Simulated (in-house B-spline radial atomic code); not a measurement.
Bi. Computed with a B-spline radial atomic code. Model: non-relativistic spherical atom: semilocal Troullier-Martins pseudo-atom, one channel per l, against all electrons, high spin, G0W0 and RPA with empty states to l = 8, local potential for every l without a channel, a model core (radius 0 = none) keeps its share of the functional.

The core holds an angular momentum without a channel of its own, so the local potential lets valence electrons into it.

Without relativity these are model numbers for so heavy an element.

What the tables leave out is listed at the end.

The pseudopotential gives back the lowest level of each angular momentum of its own functional in the configuration it was made in; a second state of the same l is only approximately right. Exact exchange, RPA and GW see the smooth pseudo-orbitals and miss the exchange with the core, for which the functional's share stands in. The column with an uncorrelated core keeps all orbitals and exact exchange, and so separates missing core correlation from pseudisation. Only the three outermost levels and the lowest empty one were computed. RPA here is direct RPA, with no exchange kernel, and its energies carry an (l + 1/2)⁻⁴ tail. A hybrid on a potential with a model core restores only its own semilocal share of the core's exchange.

Command:
```bash
python run_psgw.py task.json out
```
Settings (lengths in bohr, energies in hartree):
```
Z                      83
electrons              83
configuration          [Xe] 4f14 5d10 6s2 6p3
generated_in           [Xe] 4f14 5d10 6s2 6p3
functional             pbe,pbe
core_shells            12
radius_factor          1.3
core_correction        True
```

Run time, properties included: 64 s on 1 thread of Arm Neoverse N1, with other jobs on the host.

Given: made with PBE; model core radius 0.891 bohr; local radius 1.624 bohr; mean-field start PBE.

Valence shells of the generating configuration: 5d, 6s, 6p.

Channel: s 2.762, p 3.282, d 1.332 (radii in bohr).

Computed: largest level miss in the spin-unpolarised generating configuration 0 eV; valence RPA correlation energy pseudo -1.122 hartree; all-electron RPA polarisability, core included 46.293 bohr³; pseudo-atom RPA polarisability 46.393 bohr³.

```json
{"level": "6p up", "occupied": "1", "mean-field all-electron (eV)": "-5.3391", "mean-field pseudo minus all (eV)": "0.001", "G0W0 all-electron (eV)": "-8.5982", "G0W0 uncorrelated core minus all (eV)": "0.033", "G0W0 pseudo minus all (eV)": "-0.27", "exchange self-energy all-electron (eV)": "-14.166", "exchange self-energy pseudo (eV)": "-13.608"}
{"level": "6p down (empty)", "occupied": "0", "mean-field all-electron (eV)": "-3.5686", "mean-field pseudo minus all (eV)": "-0.021", "G0W0 all-electron (eV)": "-1.4204", "G0W0 uncorrelated core minus all (eV)": "0.045", "G0W0 pseudo minus all (eV)": "-0.317", "exchange self-energy all-electron (eV)": "-4.3024", "exchange self-energy pseudo (eV)": "-3.78"}
```

Q: What is the valence RPA correlation energy all-electron orbitals?

A: -0.77615 hartree.

Given: mean-field start PBE0.

Computed: valence RPA correlation energy all-electron orbitals -0.73211 hartree; valence RPA correlation energy pseudo -1.0718 hartree; all-electron RPA polarisability, core included 39.225 bohr³.

| level | occupied | mean-field all-electron (eV) | mean-field pseudo minus all (eV) | G0W0 all-electron (eV) | G0W0 uncorrelated core minus all (eV) | G0W0 pseudo minus all (eV) | exchange self-energy all-electron (eV) | exchange self-energy pseudo (eV) |
| --- | --- | --- | --- | --- | --- | --- | --- | --- |
| 6p up | 1 | -6.3458 | -0.121 | -8.8507 | 0.037 | -0.312 | -14.214 | -14.062 |
| 6s down | 1 | -11.005 | -0.025 | -13.66 | 0.097 | -0.448 | -14.381 | -13.029 |
| 6p down (empty) | 0 | -2.7085 | -0.088 | -1.1708 | 0.044 | -0.181 | -3.9672 | -3.6945 |

Q: What is the pseudo-atom RPA polarisability?

A: 37.367 bohr³.

Among the listed levels the largest G0W0 shift of the pseudo-atom is -0.45 eV, for 6s down on the PBE0 start, while leaving the core uncorrelated moves that level by +0.10 eV. So pseudisation and the lost core exchange, not the missing core correlation, make the error. Not in the tables (levels of low weight, unsolved or above zero; the highest and the empty levels are kept at any weight): on PBE the G0W0 levels 6s down (pseudo minus all -0.47 eV, weights 0.71 and 0.76), 6s up (pseudo minus all -1.07 eV, weights 0.08 and 0.07); on PBE0 the G0W0 levels 6s up (pseudo minus all -0.89 eV, weights 0.03 and 0.12); no Hartree-Fock pseudo-atom is run with a model core.
